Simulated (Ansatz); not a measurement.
Geometry optimisation, RKS PBE0-D4/def2-SVP (Ansatz).

Input:

```yaml
crystal:
  periodic: [false, false, false]
  atoms:
    - { symbol: Ge, position_ang: [0.20676, 0.0, -0.068838] }
    - { symbol: F, position_ang: [0.25307, 0.0, 1.645653] }
    - { symbol: H, position_ang: [1.689498, 0.0, -0.495138] }
    - { symbol: H, position_ang: [-0.509421, 1.277343, -0.533474] }
    - { symbol: H, position_ang: [-0.509421, -1.277343, -0.533474] }
    - { symbol: H, position_ang: [-2.328947, 0.0, 1.012482] }
    - { symbol: H, position_ang: [-1.87134, 0.0, 1.56619] }
basis:
  gaussian: { orbitals: def2-SVP }
hamiltonian:
  xc: pbe0
  dispersion: d4
relax:
  f_tol: 0.03
  max_steps: 50
```

Command:

```bash
$ ansatz run input.yaml --threads 1 --pin off --max-ram 2048MiB --backend cpu --events-out ev --progress --plain --runs-dir out
```

Q: Where does it end, and by what steps?

A: The run converged. The force dipped under the threshold on the way, but the program's further checks kept it going. After 19 steps the energy has fallen by 0.147 eV; H6 moved furthest, 1.31 Å.

| step | energy less start (eV) | largest force component (eV/Å) | accepted |
| --- | --- | --- | --- |
| 0 | 0.0000 | 1.336 | yes |
| 1 | -0.1065 | 0.525 | yes |
| 2 | -0.1320 | 0.112 | yes |
| 3 | -0.1352 | 0.259 | yes |
| 4 | -0.1383 | 0.065 | yes |
| 5 | -0.1404 | 0.042 | yes |
| 6 | -0.1377 | 0.532 | no |
| 7 | -0.1416 | 0.074 | yes |
| 8 | -0.1425 | 0.191 | yes |
| 9 | -0.1434 | 0.092 | yes |
| 10 | -0.1442 | 0.069 | yes |
| 11 | -0.1448 | 0.114 | yes |
| 12 | -0.1454 | 0.101 | yes |
| 13 | -0.1460 | 0.083 | yes |
| 14 | -0.1463 | 0.115 | yes |
| 15 | -0.1465 | 0.068 | yes |
| 16 | -0.1467 | 0.004 | yes |
| 17 | -0.1468 | 0.015 | yes |
| 18 | -0.1469 | 0.048 | yes |
| 19 | -0.1469 | 0.016 | yes |

```xyz
7
Properties=species:S:1:pos:R:3
Ge 0.506 0.000 -0.369
F -0.092 0.000 1.275
H 2.038 0.000 -0.265
H -0.032 1.276 -1.030
H -0.032 -1.276 -1.030
H -3.105 0.000 2.070
H -2.353 0.000 1.943
```

Whether the end is a true minimum wasn't checked by a vibrational analysis.

The run took 26 s on 1 thread of Intel(R) Xeon(R) 6975P-C (Granite Rapids), with other jobs on the host, peak memory 0.15 GiB.
